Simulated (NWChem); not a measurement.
System: BHOClF; SMILES ClB(O)F

Output (shortened):

```
             Northwest Computational Chemistry Package (NWChem) 7.3.0
             --------------------------------------------------------

                             Geometry "geometry" -> ""
                             -------------------------

 Output coordinates in angstroms (scale by  1.889725989 to convert to a.u.)

  No.       Tag          Charge          X              Y              Z
 ---- ---------------- ---------- -------------- -------------- --------------
    1 B                    5.0000     0.01673000    -0.42262100     0.00000000
    2 F                    9.0000    -1.13123400    -1.09718800     0.00000000
    3 Cl                  17.0000    -0.02271900     1.33972900     0.00000000
    4 O                    8.0000     1.20746500    -1.05504900     0.00000000
    5 H                    1.0000     1.10287100    -2.01969900     0.00000000

 Effective nuclear repulsion energy (a.u.)     142.6051210178

  pbe96 is a nonlocal functional; adding pw91lda local functional.
                              NWChem Property Module
                              ----------------------

                                 NWChem DFT Module
                                 -----------------

 Summary of "ao basis" -> "ao basis" (spherical)
 ------------------------------------------------------------------------------
       Tag                 Description            Shells   Functions and Types
 ---------------- ------------------------------  ------  ---------------------
 B                         def2-svpd                 8       20   4s2p2d
 F                         def2-svpd                 9       23   4s3p2d
 Cl                        def2-svpd                11       27   5s4p2d
 O                         def2-svpd                 9       23   4s3p2d
 H                         def2-svpd                 4        8   2s2p

            General Information
            -------------------
          SCF calculation type: DFT
          Wavefunction type:  closed shell.
          No. of atoms     :     5
          No. of electrons :    40
           Alpha electrons :    20
            Beta electrons :    20
          Charge           :     0
          Spin multiplicity:     1
          Use of symmetry is: off; symmetry adaption is: off
          Maximum number of iterations: 150
          AO basis - number of functions:   101
                     number of shells:    41
          Convergence on energy requested:  1.00D-06
          Convergence on density requested:  1.00D-05
          Convergence on gradient requested:  5.00D-04

              XC Information
              --------------
          PerdewBurkeErnzerhof Exchange Functional  1.000
            Perdew 1991 LDA Correlation Functional  1.000 local
           PerdewBurkeErnz. Correlation Functional  1.000 non-local

             Grid Information
             ----------------
          Grid used for XC integration:  medium
          Radial quadrature: Mura-Knowles
          Angular quadrature: Lebedev.
          Tag              B.-S. Rad. Rad. Pts. Rad. Cut. Ang. Pts.
          ---              ---------- --------- --------- ---------
          B                   0.85       49          10.0       434
          F                   0.50       49          11.0       434
          Cl                  1.00       88          11.0       590
          O                   0.60       49          11.0       434
          H                   0.35       45          12.0       434
          Grid pruning is: on
          Number of quadrature shells:   280
          Spatial weights used:  Erf1

      Superposition of Atomic Density Guess
      -------------------------------------

 Sum of atomic energies:        -658.32453844

      Non-variational initial energy
      ------------------------------

 Total energy =    -659.508729
 1-e energy   =   -1192.663879
 2-e energy   =     390.550029
 HOMO         =      -0.456107
 LUMO         =       0.027745

   convergence    iter        energy       DeltaE   RMS-Dens  Diis-err
 ---------------- ----- ----------------- --------- --------- ---------
 d= 0,ls=0.0,diis     1   -660.0948140155 -8.03D+02  1.84D-02  9.70D-01
 d= 0,ls=0.0,diis     2   -659.9487092871  1.46D-01  1.00D-02  2.68D+00
 d= 0,ls=0.0,diis     3   -660.1989887479 -2.50D-01  1.82D-03  4.54D-02
 d= 0,ls=0.0,diis     4   -660.2012430798 -2.25D-03  1.02D-03  1.73D-02
 d= 0,ls=0.0,diis     5   -660.2030792722 -1.84D-03  2.46D-04  1.66D-03
  Resetting Diis
 d= 0,ls=0.0,diis     6   -660.2032217649 -1.42D-04  8.55D-05  1.30D-04
 d= 0,ls=0.0,diis     7   -660.2032367812 -1.50D-05  1.73D-05  1.47D-06
 d= 0,ls=0.0,diis     8   -660.2032366143  1.67D-07  1.19D-05  3.32D-06
 d= 0,ls=0.0,diis     9   -660.2032368945 -2.80D-07  2.64D-06  1.85D-07

         Total DFT energy =     -660.203236894472
      One electron energy =    -1194.858100032194
           Coulomb energy =      443.378489799177
    Exchange-Corr. energy =      -51.328747679255
 Nuclear repulsion energy =      142.605121017801

 Numeric. integr. density =       40.000001541940

                       DFT Final Molecular Orbital Analysis
                       ------------------------------------

 Vector   18  Occ=2.000000D+00  E=-3.486467D-01
              MO Center=  5.4D-01, -8.1D-01,  6.6D-09, r^2= 2.0D+00
   Bfn.  Coefficient  Atom+Function         Bfn.  Coefficient  Atom+Function
  ----- ------------  ---------------      ----- ------------  ---------------
    77      0.508213  4 O  pz                80      0.331625  4 O  pz
    27      0.322856  2 F  pz                30     -0.210551  2 F  pz
    57      0.172257  3 Cl pz                 7     -0.158748  1 B  pz
    54      0.140311  3 Cl pz                51      0.081646  3 Cl pz
    83      0.057769  4 O  pz                33     -0.049993  2 F  pz

 Vector   19  Occ=2.000000D+00  E=-3.038698D-01
              MO Center=  1.6D-01,  8.9D-01,  8.0D-09, r^2= 2.1D+00
   Bfn.  Coefficient  Atom+Function         Bfn.  Coefficient  Atom+Function
  ----- ------------  ---------------      ----- ------------  ---------------
    57      0.556709  3 Cl pz                54      0.443600  3 Cl pz
    77     -0.268978  4 O  pz                51      0.255261  3 Cl pz
    80     -0.180498  4 O  pz                60      0.088298  3 Cl pz
    27      0.052669  2 F  pz                83     -0.043986  4 O  pz
     7     -0.036552  1 B  pz                12      0.034372  1 B  d -1

 Vector   20  Occ=2.000000D+00  E=-2.949735D-01
              MO Center= -3.5D-02,  1.2D+00,  1.5D-08, r^2= 1.6D+00
   Bfn.  Coefficient  Atom+Function         Bfn.  Coefficient  Atom+Function
  ----- ------------  ---------------      ----- ------------  ---------------
    55      0.601923  3 Cl px                52      0.475493  3 Cl px
    49      0.273422  3 Cl px                26     -0.151199  2 F  py
    58      0.106815  3 Cl px                29      0.096086  2 F  py
    76     -0.079164  4 O  py                94      0.064225  5 H  s
    73     -0.060390  4 O  s                 72     -0.056693  4 O  s

 Vector   21  Occ=0.000000D+00  E=-3.487630D-02
              MO Center=  4.9D-01, -1.5D+00, -9.9D-08, r^2= 7.2D+00
   Bfn.  Coefficient  Atom+Function         Bfn.  Coefficient  Atom+Function
  ----- ------------  ---------------      ----- ------------  ---------------
     4      2.508799  1 B  s                 74     -1.234229  4 O  s
    48     -1.051469  3 Cl s                  3      0.957772  1 B  s
    59      0.486399  3 Cl py                81      0.332997  4 O  px
    24     -0.320204  2 F  s                  8      0.311904  1 B  px
    82     -0.276314  4 O  py                47     -0.253626  3 Cl s

 Vector   22  Occ=0.000000D+00  E=-3.102158D-02
              MO Center=  5.6D-02, -2.0D-01,  7.5D-08, r^2= 2.3D+00
   Bfn.  Coefficient  Atom+Function         Bfn.  Coefficient  Atom+Function
  ----- ------------  ---------------      ----- ------------  ---------------
     7      0.662272  1 B  pz                10     -0.473463  1 B  pz
    77      0.274146  4 O  pz                27     -0.240543  2 F  pz
    57      0.241165  3 Cl pz                80      0.227640  4 O  pz
    30      0.194181  2 F  pz                33      0.175406  2 F  pz
    54      0.164906  3 Cl pz                67      0.156818  3 Cl d -1

 Vector   23  Occ=0.000000D+00  E= 1.864712D-02
              MO Center=  2.5D-01, -2.8D-01, -6.0D-08, r^2= 1.0D+01
   Bfn.  Coefficient  Atom+Function         Bfn.  Coefficient  Atom+Function
  ----- ------------  ---------------      ----- ------------  ---------------
     4      2.011095  1 B  s                 74     -1.858648  4 O  s
    82      0.911632  4 O  py                95      0.833803  5 H  s
    59      0.804300  3 Cl py                48     -0.764273  3 Cl s
   100      0.409386  5 H  py                 8      0.249755  1 B  px
    46     -0.215613  3 Cl s                 76     -0.205622  4 O  py

     Multipole analysis of the density
     ---------------------------------

     L   x y z        total         alpha         beta         nuclear
     -   - - -        -----         -----         ----         -------
     0   0 0 0     -0.000000    -20.000000    -20.000000     40.000000

[...]

 DFT Linear Response polarizability / au
 Frequency  =       0.0000000 / au
              X              Y              Z
 -----------------------------------------------
 X      33.3934941     -1.9158628      0.0000006
 Y      -1.9158566     42.5522297      0.0000003
 Z       0.0000006      0.0000003     27.3471155
 -----------------------------------------------
 Eigenvalues =      33.0088776     42.9368461     27.3471155
 Isotropic   =      34.4309464
 Anisotropic =      13.6685737
 -----------------------------------------------

 Magnetic Dipole Response Matrix (nonzero elements):

 Exiting AOResponse driver routine
```

Level: PBE/def2-SVPD. Coordinates come from a B3LYP/6-31G* (spherical d) optimisation.

### Question
Reconstruct the input file.

### Answer
This is not unique; one that fits is the input that was run:
```
start job
memory heap 200 mb stack 900 mb global 1100 mb
geometry units angstroms noautosym nocenter noautoz
  B      0.016730    -0.422621     0.000000
  F     -1.131234    -1.097188     0.000000
  Cl    -0.022719     1.339729     0.000000
  O      1.207465    -1.055049     0.000000
  H      1.102871    -2.019699     0.000000
end
basis spherical
  * library def2-svpd
end
dft
  xc xpbe96 cpbe96
  iterations 150
end
property
  response 1 0.0
end
task dft property
```
